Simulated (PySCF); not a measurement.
B(Me)(OMe)(NH2) (C2H8BNO), SMILES NB(C)OC. Geometry optimised at PBE-D3(BJ)/def2-SVP. This is a generated structure with no PubChem entry under its InChIKey; it may be hypothetical. One conformer was computed; it need not be the lowest.

Computed equilibrium geometry at PBE-D3(BJ)/def2-SVP (PySCF confirms it by a frequency run) as bond lengths and angles, and its point group (one conformer of several):
point group Cs.
Atoms: B1 C2 H3 H4 H5 O6 C7 H8 H9 H10 N11 H12 H13. Bonds (Å): B1–C2 1.585, B1–O6 1.386, B1–N11 1.419, C2–H3 1.110, C2–H4 1.110, C2–H5 1.108, O6–C7 1.408, C7–H8 1.116, C7–H9 1.109, C7–H10 1.116, N11–H12 1.019, N11–H13 1.018. Bond angles (°): C2–B1–O6 116.7, C2–B1–N11 122.1, O6–B1–N11 121.3, B1–C2–H3 110.3, B1–C2–H4 110.3, B1–C2–H5 114.0, H3–C2–H4 106.1, H3–C2–H5 107.9, H4–C2–H5 107.9, B1–O6–C7 121.3, O6–C7–H8 112.3, O6–C7–H9 108.8, O6–C7–H10 112.3, H8–C7–H9 107.7, H8–C7–H10 107.8, H9–C7–H10 107.7, B1–N11–H12 124.7, B1–N11–H13 121.9, H12–N11–H13 113.5.
